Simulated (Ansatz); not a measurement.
Reaction: BAs2H4 (SMILES [AsH2][B][AsH2], doublet) → BAs2H4 (SMILES [AsH]B[AsH2], doublet)
Each species at its own B3LYP-D3(BJ)/def2-TZVP minimum (Ansatz, a program for electronic structure).

Total energies in hartree (Ansatz). UHF or UKS for unpaired electrons; spin-orbit terms are left out. Correlated methods leave the cores frozen (noble-gas shells, and filled d and f shells in the p block). No relativity.

```csv
species,HF/cc-pVTZ,CCSD(T)/cc-pVTZ,HF/cc-pVQZ,CCSD(T)/cc-pVQZ,CCSD(T)/cc-pVDZ,CCSDT(Q)/cc-pVDZ
"1: BAs2H4 (SMILES [AsH2][B][AsH2], doublet)",-4495.43001,-4495.85607,-4495.43806,-4495.88751,-4495.62735,-4495.62974
"2: BAs2H4 (SMILES [AsH]B[AsH2], doublet)",-4495.47354,-4495.89985,-4495.48163,-4495.93100,-4495.66977,-4495.67210
```

Work out the isomerisation energy (electronic) in kcal/mol: take Hartree-Fock from cc-pVQZ, extrapolate the CCSD(T) correlation energy as X^-3 (X = 3, 4), and add CCSDT(Q) - CCSD(T) in cc-pVDZ. 1 hartree = 627.51 kcal/mol.


Species 1: correlation (64·(-0.44945) - 27·(-0.42606))/37 = -0.46652; step -0.00239; E1 = -4495.43806 + (-0.46652) + (-0.00239) = -4495.90697
Species 2: correlation (64·(-0.44937) - 27·(-0.42631))/37 = -0.46620; step -0.00233; E2 = -4495.48163 + (-0.46620) + (-0.00233) = -4495.95016
-1·E1 +1·E2 = -0.04319 hartree = -27.1 kcal/mol.
